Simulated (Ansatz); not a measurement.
The same molecule with X = F, Cl, Br. Ansatz, PBE0-D4/def2-TZVP geometries, multiplicity 1.

Scalar relativity is left out up to krypton.

| X | molecule | mean X–Si bond length / Å | LUMO energy (PBE0/def2-TZVPP) / eV | LUMO energy (PBE/def2-TZVPP) / eV | size of the dipole moment (B3LYP/def2-TZVPP) / D |
| --- | --- | --- | --- | --- | --- |
| Cl | `C[SiH2]Cl` | 2.062 | 0.46 | -0.44 | 1.83 |
| Br | `C[SiH2]Br` | 2.229 | 0.13 | -0.76 | 1.95 |

Q: Give the row for X = F, `C[SiH2]F`. (An estimate is asked.)

A: The calculation gave: 
```json
{"X": "F", "molecule": "`C[SiH2]F`", "mean X–Si bond length / Å": "1.604", "LUMO energy (PBE0/def2-TZVPP) / eV": "0.49", "LUMO energy (PBE/def2-TZVPP) / eV": "-0.39", "size of the dipole moment (B3LYP/def2-TZVPP) / D": "1.72"}
```

From F to Br the mean X–Si bond length rises at each step, by 0.625 Å in all; the LUMO energy (PBE0/def2-TZVPP) falls at each step, by 0.36 eV in all; the LUMO energy (PBE/def2-TZVPP) falls at each step, by 0.37 eV in all. Bonds lengthen as the atom grows down the group. Dipoles are sizes alone, and their direction can turn along the series.

B3LYP here is the variant with VWN-RPA as its local correlation; programs differ in this.
